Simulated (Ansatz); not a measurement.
Species: BrCl₂Ga, SMILES `[Cl][Ga]([Cl])[Br]` (charge 0, multiplicity 1).

Q: Give a relaxed geometry from PBE0-D3(BJ)/def2-TZVP (Ansatz, a first-principles code).

A: the end point of this relaxation (outside a Z-matrix the atoms follow the SMILES, hydrogens last).
Bonds (Å): Cl1–Ga2 2.115, Ga2–Cl3 2.115, Ga2–Br4 2.255. Angles (°): Cl1–Ga2–Cl3 119.2, Cl1–Ga2–Br4 120.4, Cl3–Ga2–Br4 120.4.
